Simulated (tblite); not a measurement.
A geometry optimisation, step by step.

C7H10FPS.
SMILES with atom numbers: `[CH3:1][C:2]([CH3:3])([CH3:4])[c:5]1[p:6][c:7]([F:8])[cH:9][s:10]1` (hydrogens: H11, H12, H13 on C1; H14, H15, H16 on C3; H17, H18, H19 on C4; H20 on C9)

Computed with GFN2-xTB (tblite), gas phase: L-BFGS steps from a force-field or distance-geometry start until the largest atomic force falls under 0.01 eV/Å. 8 of its 124 geometries are shown.

Step 0: E = -828.9907 eV, largest atomic force 6.246 eV/Å
```
atom  x, y, z in Å  |  force x, y, z in eV/Å
C1     -1.565    1.034   -0.599   -2.179   0.843  -0.892
C2     -0.908   -0.148    0.024    0.380  -0.848  -0.386
C3     -1.304   -0.359    1.480   -0.409   0.153   0.475
C4     -1.298   -1.353   -0.834    0.864  -0.912   0.096
C5      0.561    0.035   -0.077    2.738  -0.005  -0.813
P6      1.870   -0.327   -1.189   -0.818  -1.326  -2.265
C7      3.534    0.319   -0.522   -6.173  -0.769   0.561
F8      4.531    0.030   -1.375   -0.020   0.774   1.471
C9      3.049    0.862    0.669    2.386   0.078  -0.710
S10     1.269    0.851    1.216    3.548   1.274   1.031
H11    -1.491    1.963   -0.028    0.313  -0.159  -0.150
H12    -2.673    0.800   -0.655    0.991   0.365   0.012
H13    -1.233    1.177   -1.648   -0.042   0.112   0.728
H14    -2.195   -1.030    1.472    0.657   0.668   0.486
H15    -0.457   -0.823    2.001   -0.563  -0.228   0.055
H16    -1.510    0.607    2.020   -0.022  -0.931  -0.621
H17    -2.352   -1.629   -0.706    0.395   0.052  -0.037
H18    -0.624   -2.228   -0.566   -0.946   0.872  -0.428
H19    -1.114   -1.058   -1.873   -0.048  -0.475   0.160
H20     3.907    1.288    1.186   -1.054   0.461   1.228
```

Step 18: E = -831.7212 eV, largest atomic force 0.136 eV/Å
```
atom  x, y, z in Å  |  force x, y, z in eV/Å
C1     -1.548    1.060   -0.587   -0.024   0.043   0.000
C2     -0.833   -0.159   -0.002    0.111   0.046  -0.018
C3     -1.263   -0.364    1.452    0.003  -0.027  -0.002
C4     -1.180   -1.384   -0.843    0.016  -0.034  -0.007
C5      0.650    0.078   -0.067    0.117   0.061   0.034
P6      1.653   -0.432   -1.359    0.089   0.004   0.025
C7      3.098    0.239   -0.571    0.086  -0.008  -0.038
F8      4.303    0.099   -1.157    0.032   0.012  -0.015
C9      2.989    0.866    0.624   -0.052  -0.015  -0.046
S10     1.393    0.948    1.232    0.018   0.031   0.071
H11    -1.351    1.941    0.016    0.005   0.087   0.014
H12    -2.618    0.877   -0.604   -0.096   0.049  -0.024
H13    -1.203    1.248   -1.600   -0.023   0.012  -0.050
H14    -2.199   -0.912    1.486   -0.081   0.039   0.078
H15    -0.507   -0.929    1.991   -0.067  -0.102   0.047
H16    -1.393    0.595    1.947    0.009  -0.025   0.059
H17    -2.233   -1.624   -0.732   -0.053  -0.038  -0.036
H18    -0.586   -2.237   -0.531   -0.006  -0.091   0.031
H19    -0.976   -1.186   -1.892    0.015  -0.027  -0.050
H20     3.798    1.287    1.197   -0.101  -0.016  -0.072
```

Step 35: E = -831.7713 eV, largest atomic force 0.075 eV/Å
```
atom  x, y, z in Å  |  force x, y, z in eV/Å
C1     -1.540    1.066   -0.572   -0.001   0.026  -0.024
C2     -0.827   -0.165    0.002   -0.003  -0.012   0.024
C3     -1.292   -0.396    1.441   -0.007   0.003   0.054
C4     -1.163   -1.401   -0.831    0.000  -0.027  -0.029
C5      0.662    0.068   -0.048   -0.009  -0.003   0.003
P6      1.673   -0.470   -1.326   -0.027  -0.013  -0.002
C7      3.109    0.257   -0.581    0.004   0.004  -0.009
F8      4.315    0.149   -1.171    0.002  -0.010  -0.023
C9      2.983    0.918    0.593    0.015   0.010  -0.012
S10     1.399    0.975    1.230   -0.008   0.014  -0.010
H11    -1.290    1.954    0.002    0.024   0.025   0.024
H12    -2.618    0.930   -0.542   -0.020  -0.045   0.021
H13    -1.244    1.228   -1.605    0.043   0.002  -0.054
H14    -2.343   -0.681    1.447    0.033   0.014   0.021
H15    -0.714   -1.194    1.903   -0.035   0.030   0.008
H16    -1.181    0.508    2.036    0.034  -0.025   0.007
H17    -2.231   -1.600   -0.815   -0.031   0.031   0.020
H18    -0.642   -2.265   -0.426    0.001  -0.055  -0.033
H19    -0.855   -1.260   -1.863    0.013   0.000  -0.050
H20     3.791    1.388    1.122   -0.028   0.029   0.063
```

Step 53: E = -831.7782 eV, largest atomic force 0.025 eV/Å
```
atom  x, y, z in Å  |  force x, y, z in eV/Å
C1     -1.524    1.054   -0.573    0.004  -0.003   0.003
C2     -0.824   -0.183    0.007    0.016   0.000   0.019
C3     -1.286   -0.401    1.450   -0.007  -0.001   0.011
C4     -1.177   -1.406   -0.841    0.001   0.005   0.005
C5      0.664    0.049   -0.041    0.012   0.004   0.002
P6      1.683   -0.493   -1.311    0.012  -0.005   0.009
C7      3.110    0.270   -0.578   -0.004  -0.006   0.005
F8      4.315    0.166   -1.170   -0.004  -0.001  -0.001
C9      2.975    0.947    0.586   -0.003   0.000   0.003
S10     1.388    0.993    1.218   -0.007  -0.014  -0.012
H11    -1.267    1.942    0.001    0.002   0.003  -0.002
H12    -2.602    0.921   -0.541    0.001   0.005  -0.009
H13    -1.219    1.206   -1.606   -0.001   0.019   0.002
H14    -2.354   -0.607    1.471   -0.008  -0.004  -0.001
H15    -0.763   -1.242    1.899    0.008  -0.001  -0.018
H16    -1.097    0.485    2.052   -0.001  -0.003   0.000
H17    -2.251   -1.573   -0.829   -0.008  -0.004   0.005
H18    -0.681   -2.294   -0.455    0.004   0.004   0.001
H19    -0.861   -1.254   -1.871   -0.008  -0.010  -0.011
H20     3.765    1.434    1.127   -0.008   0.012  -0.011
```

Step 70: E = -831.7798 eV, largest atomic force 0.033 eV/Å
```
atom  x, y, z in Å  |  force x, y, z in eV/Å
C1     -1.507    1.061   -0.568   -0.003   0.000  -0.004
C2     -0.823   -0.188    0.005    0.017   0.005   0.005
C3     -1.286   -0.413    1.447    0.006  -0.004  -0.008
C4     -1.189   -1.407   -0.843   -0.003   0.011   0.008
C5      0.666    0.035   -0.040    0.015  -0.011   0.014
P6      1.697   -0.536   -1.285   -0.027  -0.011  -0.015
C7      3.112    0.263   -0.569    0.002  -0.006  -0.007
F8      4.318    0.161   -1.159    0.021  -0.010   0.000
C9      2.965    0.970    0.575   -0.003   0.001   0.001
S10     1.377    1.013    1.201   -0.026   0.013   0.008
H11    -1.256    1.939    0.024    0.004  -0.005   0.006
H12    -2.586    0.935   -0.561   -0.014  -0.008   0.000
H13    -1.181    1.228   -1.592   -0.001   0.008  -0.009
H14    -2.356   -0.605    1.469   -0.006   0.007   0.006
H15    -0.773   -1.268    1.881    0.004  -0.009   0.007
H16    -1.080    0.462    2.059   -0.013   0.001   0.004
H17    -2.263   -1.574   -0.807   -0.008  -0.004  -0.014
H18    -0.688   -2.296   -0.466    0.009   0.008  -0.012
H19    -0.896   -1.256   -1.880    0.006   0.001   0.009
H20     3.745    1.485    1.103    0.020   0.013   0.000
```

Step 88: E = -831.7820 eV, largest atomic force 0.025 eV/Å
```
atom  x, y, z in Å  |  force x, y, z in eV/Å
C1     -1.497    1.068   -0.543   -0.001  -0.003  -0.001
C2     -0.822   -0.193    0.015    0.017  -0.001  -0.003
C3     -1.296   -0.436    1.451    0.005   0.004  -0.012
C4     -1.187   -1.394   -0.856   -0.002  -0.003  -0.005
C5      0.668    0.025   -0.025    0.013   0.004   0.005
P6      1.710   -0.628   -1.220   -0.009  -0.008   0.009
C7      3.116    0.226   -0.552   -0.001  -0.002   0.003
F8      4.327    0.086   -1.124    0.009   0.004   0.003
C9      2.957    1.018    0.534    0.000  -0.003   0.001
S10     1.365    1.092    1.149   -0.019   0.009  -0.014
H11    -1.268    1.931    0.079   -0.004  -0.003   0.001
H12    -2.576    0.935   -0.573   -0.001   0.003  -0.002
H13    -1.141    1.265   -1.553   -0.020   0.008  -0.003
H14    -2.370   -0.604    1.461   -0.010  -0.005   0.006
H15    -0.806   -1.310    1.872    0.014  -0.001  -0.001
H16    -1.078    0.423    2.080    0.013   0.002   0.008
H17    -2.258   -1.573   -0.817   -0.015  -0.001  -0.005
H18    -0.673   -2.288   -0.510    0.002   0.002   0.013
H19    -0.903   -1.214   -1.891    0.000   0.002  -0.010
H20     3.729    1.583    1.021    0.009  -0.008   0.008
```

Step 105: E = -831.7863 eV, largest atomic force 0.080 eV/Å
```
atom  x, y, z in Å  |  force x, y, z in eV/Å
C1     -1.538    1.085   -0.505   -0.011  -0.013   0.003
C2     -0.825   -0.178   -0.002    0.012   0.010   0.001
C3     -1.256   -0.472    1.439    0.003   0.019   0.021
C4     -1.190   -1.364   -0.894   -0.003   0.012   0.001
C5      0.663    0.047   -0.049   -0.024   0.042  -0.010
P6      1.746   -0.781   -1.086    0.014  -0.044  -0.035
C7      3.136    0.142   -0.478    0.014  -0.041  -0.034
F8      4.371   -0.095   -0.961    0.016  -0.007  -0.006
C9      2.943    1.081    0.475    0.013   0.027   0.031
S10     1.324    1.268    0.986   -0.022   0.042   0.064
H11    -1.344    1.926    0.157    0.040  -0.006  -0.003
H12    -2.612    0.920   -0.539   -0.009  -0.020  -0.003
H13    -1.196    1.342   -1.505    0.005  -0.009   0.004
H14    -2.329   -0.642    1.481    0.007  -0.026  -0.002
H15    -0.744   -1.356    1.815   -0.022   0.008  -0.004
H16    -1.017    0.369    2.086    0.005   0.001   0.016
H17    -2.262   -1.540   -0.860   -0.010  -0.006  -0.015
H18    -0.679   -2.265   -0.560   -0.002   0.014  -0.005
H19    -0.901   -1.164   -1.924   -0.014  -0.014  -0.018
H20     3.706    1.690    0.923   -0.014   0.011  -0.007
```

Step 123: E = -831.7879 eV, largest atomic force 0.010 eV/Å
```
atom  x, y, z in Å  |  force x, y, z in eV/Å
C1     -1.552    1.093   -0.482   -0.001  -0.002   0.002
C2     -0.826   -0.172   -0.008    0.007   0.003   0.001
C3     -1.238   -0.495    1.434    0.000   0.002  -0.001
C4     -1.196   -1.344   -0.918   -0.001   0.002   0.003
C5      0.661    0.061   -0.058    0.009  -0.001  -0.004
P6      1.762   -0.863   -0.992    0.000  -0.003  -0.001
C7      3.145    0.099   -0.428    0.000   0.001  -0.002
F8      4.388   -0.185   -0.861    0.006   0.004   0.003
C9      2.936    1.117    0.438    0.001  -0.005  -0.006
S10     1.307    1.356    0.896   -0.002  -0.004  -0.004
H11    -1.350    1.925    0.188    0.007   0.000  -0.003
H12    -2.626    0.921   -0.506   -0.002   0.001   0.007
H13    -1.223    1.365   -1.483   -0.002  -0.004   0.002
H14    -2.309   -0.674    1.485   -0.004  -0.002   0.002
H15    -0.719   -1.386    1.783   -0.001   0.001   0.001
H16    -0.992    0.331    2.097   -0.006   0.000  -0.003
H17    -2.267   -1.522   -0.881   -0.007   0.000  -0.001
H18    -0.683   -2.250   -0.600    0.002   0.002   0.000
H19    -0.914   -1.131   -1.947    0.002   0.002   0.001
H20     3.692    1.764    0.843   -0.008   0.002   0.004
```

**Question.** Summarise the path.

**Answer.** The energy falls by 64.50 kcal/mol from step 0 to step 123; nine tenths of that is first reached at step 5. It rises by more than 0.2 meV at step 106. The largest force goes from 6.246 to 0.010 eV/Å. Among the bonds C9–S10 changes most, from 1.862 to 1.709 Å; the atoms move by 0.389 Å rms after alignment.

**Question.** Follow the three bonds and two angles with the largest change from start to end.

**Answer.** 
| step | E above end (kcal/mol) | largest force (eV/Å) | C9–S10 (Å) | P6–C7 (Å) | C5–S10 (Å) | F8–C7–C9 (°) | P6–C7–C9 (°) |
| --- | --- | --- | --- | --- | --- | --- | --- |
| 0 | 64.50 | 6.246 | 1.862 | 1.906 | 1.684 | 152.1 | 97.3 |
| 5 | 5.86 | 0.568 | 1.716 | 1.799 | 1.751 | 122.3 | 119.0 |
| 11 | 2.44 | 0.254 | 1.707 | 1.779 | 1.741 | 119.8 | 119.0 |
| 16 | 1.77 | 0.255 | 1.709 | 1.772 | 1.724 | 120.2 | 119.9 |
| 21 | 1.30 | 0.132 | 1.708 | 1.776 | 1.733 | 120.8 | 119.4 |
| 27 | 0.97 | 0.110 | 1.708 | 1.777 | 1.731 | 120.4 | 119.2 |
| 32 | 0.57 | 0.152 | 1.709 | 1.773 | 1.728 | 119.9 | 119.5 |
| 37 | 0.34 | 0.069 | 1.709 | 1.776 | 1.734 | 120.1 | 119.2 |
| 43 | 0.28 | 0.043 | 1.709 | 1.774 | 1.730 | 120.7 | 119.3 |
| 48 | 0.24 | 0.064 | 1.709 | 1.776 | 1.731 | 120.6 | 119.4 |
| 53 | 0.22 | 0.025 | 1.709 | 1.776 | 1.733 | 120.4 | 119.3 |
| 59 | 0.21 | 0.031 | 1.708 | 1.775 | 1.731 | 120.4 | 119.3 |
| 64 | 0.20 | 0.034 | 1.709 | 1.777 | 1.732 | 120.4 | 119.3 |
| 70 | 0.19 | 0.033 | 1.707 | 1.775 | 1.732 | 120.5 | 119.3 |
| 75 | 0.18 | 0.020 | 1.709 | 1.777 | 1.732 | 120.4 | 119.3 |
| 80 | 0.16 | 0.030 | 1.708 | 1.776 | 1.733 | 120.3 | 119.3 |
| 86 | 0.14 | 0.024 | 1.709 | 1.776 | 1.732 | 120.5 | 119.4 |
| 91 | 0.13 | 0.022 | 1.709 | 1.776 | 1.732 | 120.4 | 119.3 |
| 96 | 0.11 | 0.029 | 1.709 | 1.776 | 1.733 | 120.4 | 119.3 |
| 102 | 0.08 | 0.039 | 1.709 | 1.776 | 1.732 | 120.4 | 119.4 |
| 107 | 0.03 | 0.029 | 1.708 | 1.776 | 1.733 | 120.4 | 119.4 |
| 112 | 0.01 | 0.012 | 1.708 | 1.777 | 1.733 | 120.4 | 119.3 |
| 118 | 0.01 | 0.020 | 1.709 | 1.776 | 1.734 | 120.4 | 119.4 |
| 123 | 0.00 | 0.010 | 1.709 | 1.776 | 1.734 | 120.5 | 119.4 |

The cost below is that of the whole relaxation. The run took 1.0 s wall on one thread, Arm Neoverse V2 (aarch64), on a shared host.
